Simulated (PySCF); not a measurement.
C3H7Cl3Sn, SMILES CC[CH2][Sn]([Cl])([Cl])[Cl] at its PBE0/def2-SVP optimised geometry (Å):

```
14

C      2.3388     0.0316    -1.2892
C      0.8157     0.0432    -1.2763
C      0.2460    -0.5638     0.0000
Sn    -1.8956    -0.5638     0.0000
Cl    -2.8358    -1.6665     1.8351
Cl    -2.7515     1.6152     0.0000
Cl    -2.7264    -1.6034    -1.9271
H      2.7515     0.6071    -0.4456
H      2.7280     0.4746    -2.2183
H      2.7321    -0.9949    -1.2177
H      0.4329    -0.5079    -2.1517
H      0.4531     1.0793    -1.3865
H      0.5455    -1.6152     0.1381
H      0.5463    -0.0064     0.9018
```

Computed with PySCF with PBE0/def2-TZVP, def2 effective core potentials past Kr. The core electrons that the potentials of Sn replace are not part of the density. Cells within 0.4 Å of a nucleus heavier than hydrogen are left out (blank, or x).

Map of the Laplacian of the electron density (e/bohr⁵), clipped to [-1.50, 1.50] on the plane z = 0.0 Å:

```
|555555555555555555555555555|
|555555555555555555555555555|
|555555555555555555555555555|
|555555555555555555555555555|
|555555555555555555555555555|
|555555555555555555555555555|
|555555555555555555555555555|
|555554345555555555555555555|
|555549x65555555555555555555|
|55553xx94555555555555555555|
|555545935555555555555555555|
|555555455555555555555555555|
|555555567655555555555555555|
|555555699975554555555555555|
|55555590xx954xx555555555555|
|55555590x0954xx455555555555|
|555555699975541455555555555|
|555555556655550355555555555|
|555555555555555555555555555|
|555555555555555555555555555|
|555555555555555555555555555|
|555555555555555555555555555|
|555555555555555555555555555|
|555555555555555555555555555|
|555555555555555555555555555|
|555555555555555555555555555|
|555555555555555555555555555|
```
Scale: ten equal steps from -1.50 (start of '0') to 1.50 (end of '9'), in the order '0123456789'; x runs from -5.00 to 5.00, y from -5.00 (bottom) to 5.00 (top).
